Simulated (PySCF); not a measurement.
Isomers of C10H10, one conformer each; single-point electronic energies without zero-point terms and without any empirical dispersion term.

Level: PBE0/pcSseg-1 in PySCF, non-relativistic, each on one gas-phase PBE0-D3(BJ)/def2-SVP geometry that isn't relaxed in the solvent. The solvent is an IEF-PCM continuum (cavity from Bondi-type radii × 1.2). Specific hydrogen bonds and non-electrostatic terms are outside this model.

```json
{"isomer": "`C1=Cc2ccccc2CC1` (1,2-dihydronaphthalene)", "relative energy, gas (kcal/mol)": "0.0", "dipole (D)": "0.66"}
{"isomer": "`C[C@H]1C=Cc2ccccc21` (1-methyl-1H-indene)", "relative energy, gas (kcal/mol)": "2.8", "dipole (D)": "0.75"}
```

Q: How do the relative energies look in acetonitrile (ε = 35.69)?

A: 
| isomer | relative energy, solvent (kcal/mol) | E(solvent) − E(gas) (kcal/mol) | dipole in solvent (D) |
| --- | --- | --- | --- |
| `C1=Cc2ccccc2CC1` (1,2-dihydronaphthalene) | 0.0 | -3.8 | 1.01 |
| `C[C@H]1C=Cc2ccccc21` (1-methyl-1H-indene) | 2.6 | -4.0 | 1.16 |

The order is unchanged. Conformers: `[CH:1]1=[CH:2][c:3]2[cH:4][cH:5][cH:6][cH:7][c:8]2[CH2:9][CH2:10]1` with C1–C2–C3–C4 -164°, C7–C8–C9–C10 148°, C8–C9–C10–C1 47°, C2–C1–C10–C9 -30°. `C[C@H]1C=Cc2ccccc21` (1-methyl-1H-indene) gains most from the continuum, and it has the largest gas-phase dipole. The gains span 0.2 kcal/mol, the gas-phase energies 2.8 kcal/mol.
